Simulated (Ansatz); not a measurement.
`F[Si](Cl)(Cl)I` + H₂ → `F[SiH](Cl)I` + HCl  (hydrogenolysis of the Si–Cl bond)

Computed with Ansatz on PBE0-D4/def2-TZVP structures; ΔE is electronic, products minus reactants. CCSD(T)/CBS is the MP2 limit (def2-TZVPP, def2-QZVPP) plus CCSD(T) − MP2 in def2-TZVPP, frozen cores. This one scheme is used for every species. def2 core potentials past Kr. For I outer-core shells are correlated without core-valence functions, which leaves a few kJ/mol of doubt a bond.

`F[Si](Cl)(Cl)I`:

```xyz
5

F    -0.314    0.775   -1.440
Si    0.029    0.013   -0.101
Cl    1.914    0.511    0.429
Cl   -0.079   -1.970   -0.471
I    -1.550    0.671    1.583
```

H₂:

```xyz
2

H    -0.296    0.222   -0.047
H     0.296   -0.222    0.047
```

`F[SiH](Cl)I`:

Z-matrix (Å, degrees):
```
Si
F 1 1.584
I 1 2.411 2 108.6
Cl 1 2.028 2 108.1 3 120.4
H 1 1.470 2 108.7 3 -120.5
```

HCl:

Cartesian coordinates in Å:
```
Cl 0.592 -0.130 0.203
H -0.592 0.130 -0.203
```

```tsv
species	CCSD(T)/CBS(def2) energy (Eh)
`F[Si](Cl)(Cl)I`	-1606.08071
H₂	-1.17544
`F[SiH](Cl)I`	-1146.84711
HCl	-460.38127
```

(1) Work out ΔE.

Largest T1 diagnostic among the species: 0.009.

## Answers

(1) ΔE = (-1146.84711) + (-460.38127) − (-1606.08071) − (-1.17544) = 0.02777 Eh = +72.9 kJ/mol.

At CCSD(T), def2-SVP lies −16.0 kJ/mol from the extrapolated value and def2-TZVPP −6.0 kJ/mol. From r2SCAN to r2SCAN0 (25 % exact exchange), in def2-TZVPP and without D4, ΔE moves by −3.4 kJ/mol.
